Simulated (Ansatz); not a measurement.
## Ansatz (development build ahead of 0.2.0) run

```yaml
crystal:
  periodic: [false, false, false]
  atoms:
    - { symbol: Be, position_ang: [0.0, 0.0, 0.0] }
    - { symbol: C, position_ang: [0.0, 1.3182, 1.0115] }
    - { symbol: C, position_ang: [0.0, -1.3182, 1.0115] }
basis:
  gaussian: { orbitals: pcseg-2 }
magnetization:
  spin_polarized: true
hamiltonian:
  xc: pbe0
```

The input is written out in the form of the current development build from the run's settings.

Results

- Converged: yes
- Total energy: -90.45443 hartree
- Spin squared of the determinant: 2.436
- Stability test: minimum

Caution: the unrestricted determinant is a mixture of spin states.
